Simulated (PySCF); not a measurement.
PySCF input for ClH₅N₂Sn, SMILES [NH2][SnH]([NH2])[Cl], TDDFT-PBE/def2-SVPD. Geometry: PBE0-D3(BJ)/def2-SVP. The structure was generated by enumeration; whether it is a known compound was not checked. The def2 effective core potentials stand for the cores of Sn; spin–orbit coupling is left out. One conformer was computed; it need not be the lowest.

```python
import numpy as np
from pyscf import gto, scf, dft, tdscf

mol = gto.M(
    atom='''
    Sn    0.08253732   -0.16780987    0.34465364
    N    -1.49315000   -1.43102071    0.20116707
    N     1.66102093   -1.12765425   -0.48203304
    Cl   -0.30443616    1.82449708   -0.89545056
    H     0.35459848    0.29905603    1.95984227
    H    -2.24862469   -1.20161441    0.84448323
    H    -1.89147646   -1.46583219   -0.73577438
    H     1.35823405   -1.84293560   -1.14159224
    H     2.30072043   -0.50390597   -0.97091993
    ''',
    basis='def2-SVPD',
    ecp={'Sn': 'def2-svp'},
    charge=0,
    spin=0,
    max_memory=1600,
    verbose=4,
)
mf = dft.RKS(mol, xc='pbe').density_fit(auxbasis='def2-universal-jkfit')
mf.grids.level = 3
mf.conv_tol = 1e-9
mf.max_cycle = 100
mf.kernel()
mf.grids = dft.Grids(mol).set(level=1).build(with_non0tab=True)  # coarser grid for the response kernel
td = tdscf.TDDFT(mf)
td.singlet = True
td.nstates = 10
td.conv_tol = 1e-4
td.positive_eig_threshold = 1e-6
td.kernel(x0=td.get_init_guess(mf, 15))
td.analyze()
tt = tdscf.TDA(mf)
tt.singlet = False
tt.nstates = 4
tt.conv_tol = 1e-4
tt.positive_eig_threshold = 1e-6
tt.kernel(x0=tt.get_init_guess(mf, 9))
tt.analyze(verbose=3)
```

Log of the run:

```
PySCF version 2.14.0

[INPUT] verbose = 4
[INPUT] num. atoms = 9
[INPUT] num. electrons = 58
[INPUT] charge = 0
[INPUT] spin (= nelec alpha-beta = 2S) = 0
[INPUT] symmetry False subgroup None
[INPUT] Mole.unit = angstrom
[INPUT] Symbol           X                Y                Z      unit          X                Y                Z       unit  Magmom
[INPUT]  1 Sn     0.082537320000  -0.167809870000   0.344653640000 AA    0.155972929856  -0.317114695299   0.651300987434 Bohr   0.0
[INPUT]  2 N     -1.493150000000  -1.431020710000   0.201167070000 AA   -2.821644562894  -2.704237220481   0.380150667581 Bohr   0.0
[INPUT]  3 N      1.661020930000  -1.127654250000  -0.482033040000 AA    3.138874644870  -2.130957695702  -0.910910428592 Bohr   0.0
[INPUT]  4 Cl    -0.304436160000   1.824497080000  -0.895450560000 AA   -0.575300964814   3.447799796269  -1.692156316488 Bohr   0.0
[INPUT]  5 H      0.354598480000   0.299056030000   1.959842270000 AA    0.670094011387   0.565133992600   3.703565137646 Bohr   0.0
[INPUT]  6 H     -2.248624690000  -1.201614410000   0.844483230000 AA   -4.249284821035  -2.270722142231   1.595842021488 Bohr   0.0
[INPUT]  7 H     -1.891476460000  -1.465832190000  -0.735774380000 AA   -3.574372480462  -2.770021383671  -1.390412067672 Bohr   0.0
[INPUT]  8 H      1.358234050000  -1.842935600000  -1.141592240000 AA    2.566690367559  -3.482643549211  -2.157296679529 Bohr   0.0
[INPUT]  9 H      2.300720430000  -0.503905970000  -0.970919930000 AA    4.347731501892  -0.952244275833  -1.834772756582 Bohr   0.0

nuclear repulsion = 266.401397436486
number of shells = 59
number of NR pGTOs = 222
number of NR cGTOs = 139
basis = def2-SVPD
ecp = {'Sn': 'def2-svp'}


[settings echo left out]
init E= -763.296756584997
  HOMO = -0.661591871503924  LUMO = -0.591592947320096  gap/eV = 1.90477
cycle= 1 E= -784.198945182172  delta_E= -20.9  |g|= 3.22  |ddm|= 11.1
  HOMO = 0.0819457986305915  LUMO = 0.104890043759852  gap/eV = 0.62434
cycle= 2 E= -736.019681514948  delta_E= 48.2  |g|= 9.59  |ddm|= 33.2
  HOMO = -0.345389220738119  LUMO = -0.225044942596654  gap/eV = 3.27473
cycle= 3 E= -786.304867644529  delta_E= -50.3  |g|= 0.967  |ddm|= 32.3
  HOMO = -0.193562586958352  LUMO = -0.0749213674366482  gap/eV = 3.22839
cycle= 4 E= -786.287008395077  delta_E= 0.0179  |g|= 0.868  |ddm|= 2.89
  HOMO = -0.210637671205633  LUMO = -0.071157940916738  gap/eV = 3.79544
cycle= 5 E= -786.481938623098  delta_E= -0.195  |g|= 0.364  |ddm|= 1.62
  HOMO = -0.246350338248749  LUMO = -0.0718320271720962  gap/eV = 4.74889
cycle= 6 E= -786.512383063442  delta_E= -0.0304  |g|= 0.172  |ddm|= 0.777
  HOMO = -0.231744255456809  LUMO = -0.0666621089574776  gap/eV = 4.49211
cycle= 7 E= -786.518998041515  delta_E= -0.00661  |g|= 0.0437  |ddm|= 0.287
  HOMO = -0.234620379758577  LUMO = -0.0684237540107747  gap/eV = 4.52244
cycle= 8 E= -786.519613913879  delta_E= -0.000616  |g|= 0.00923  |ddm|= 0.081
  HOMO = -0.233476155967257  LUMO = -0.0680687391877032  gap/eV = 4.50097
cycle= 9 E= -786.519636996982  delta_E= -2.31e-05  |g|= 0.0037  |ddm|= 0.0152
  HOMO = -0.233654328861861  LUMO = -0.0680654011534327  gap/eV = 4.50590
cycle= 10 E= -786.51963928003  delta_E= -2.28e-06  |g|= 0.00216  |ddm|= 0.00696
  HOMO = -0.233598847382573  LUMO = -0.0680766834784565  gap/eV = 4.50409
cycle= 11 E= -786.519640436299  delta_E= -1.16e-06  |g|= 0.000158  |ddm|= 0.0029
  HOMO = -0.23361146334046  LUMO = -0.0680778889507397  gap/eV = 4.50440
cycle= 12 E= -786.519640443639  delta_E= -7.34e-09  |g|= 3.8e-05  |ddm|= 0.000283
  HOMO = -0.233614712550085  LUMO = -0.0680804432303593  gap/eV = 4.50442
cycle= 13 E= -786.519640444055  delta_E= -4.17e-10  |g|= 5.89e-06  |ddm|= 5.91e-05
  HOMO = -0.233614560778433  LUMO = -0.068080655073535  gap/eV = 4.50441
Extra cycle  E= -786.519640444053  delta_E= 1.82e-12  |g|= 5.69e-06  |ddm|= 1.98e-05
converged SCF energy = -786.519640444053
tot grids = 36944
Overwritten attributes  positive_eig_threshold  of <class 'pyscf.tdscf.rks.CasidaTDDFT'>


******** <class 'pyscf.tdscf.rks.CasidaTDDFT'> for <class 'pyscf.df.df_jk.DFRKS'> ********
nstates = 10 singlet
deg_eia_thresh = 1.000e-03
wfnsym = None
conv_tol = 0.0001
eigh lindep = 1e-12
eigh level_shift = 0
eigh max_cycle = 100


Excitation energies (eV)
[4.81696342 5.03187888 5.67041437 5.68533982 5.79330345 5.87722056
 5.96150821 6.21086442 6.33358938 6.51298372]

** Singlet excitation energies and oscillator strengths **
Excited State   1:      4.81696 eV    257.39 nm  f=0.0389
      28 -> 30       -0.19703
      29 -> 30        0.66564
Excited State   2:      5.03188 eV    246.40 nm  f=0.0842
      28 -> 30        0.65105
      29 -> 30        0.19894
      29 -> 31        0.11198
Excited State   3:      5.67041 eV    218.65 nm  f=0.0133
      27 -> 30       -0.27644
      28 -> 31        0.13238
      29 -> 31        0.61816
Excited State   4:      5.68534 eV    218.08 nm  f=0.0269
      27 -> 30       -0.64063
      29 -> 31       -0.26964
Excited State   5:      5.79330 eV    214.01 nm  f=0.0101
      26 -> 30        0.68640
      28 -> 31       -0.13627
Excited State   6:      5.87722 eV    210.96 nm  f=0.0158
      26 -> 30        0.11987
      28 -> 31        0.66653
      29 -> 31       -0.13245
      29 -> 32       -0.13503
Excited State   7:      5.96151 eV    207.97 nm  f=0.0353
      28 -> 31       -0.12209
      28 -> 32       -0.19762
      29 -> 32       -0.65324
Excited State   8:      6.21086 eV    199.62 nm  f=0.0258
      28 -> 32        0.63319
      28 -> 33        0.19259
      29 -> 32       -0.15778
Excited State   9:      6.33359 eV    195.76 nm  f=0.0099
      29 -> 33        0.69122
Excited State  10:      6.51298 eV    190.36 nm  f=0.0200
      28 -> 32       -0.16553
      28 -> 33        0.67188

** Transition electric dipole moments (AU) **
state          X           Y           Z        Dip. S.      Osc.
  1         0.5623      0.1009      0.0556      0.3294      0.0389
  2         0.2646     -0.7719      0.1298      0.6827      0.0842
  3        -0.0195      0.2669     -0.1544      0.0955      0.0133
  4        -0.0840     -0.1650     -0.3988      0.1933      0.0269
  5         0.2473     -0.0585     -0.0812      0.0711      0.0101
  6         0.1272     -0.2960      0.0777      0.1098      0.0158
  7        -0.1468      0.3530     -0.3086      0.2414      0.0353
  8         0.3096      0.2524      0.0994      0.1695      0.0258
  9         0.2376     -0.0723     -0.0433      0.0635      0.0099
 10        -0.0394     -0.3522     -0.0063      0.1256      0.0200

WARN: ECP detected. Skipping calculation of transition velocity and magnetic dipole moments, which have not yet been implemented.

Overwritten attributes  positive_eig_threshold  of <class 'pyscf.tdscf.rks.TDA'>


******** <class 'pyscf.tdscf.rks.TDA'> for <class 'pyscf.df.df_jk.DFRKS'> ********
nstates = 4 triplet
deg_eia_thresh = 1.000e-03
wfnsym = None
conv_tol = 0.0001
eigh lindep = 1e-12
eigh level_shift = 0
eigh max_cycle = 100


Excitation energies (eV)
[4.27036873 4.45018232 5.28163871 5.48443107]

** Triplet excitation energies and oscillator strengths **
Excited State   1:      4.27037 eV    290.34 nm  f=0.0000
Excited State   2:      4.45018 eV    278.60 nm  f=0.0000
Excited State   3:      5.28164 eV    234.75 nm  f=0.0000
Excited State   4:      5.48443 eV    226.07 nm  f=0.0000
```

The calculation finished and met its thresholds.

Cost: roughly 80 core-seconds.
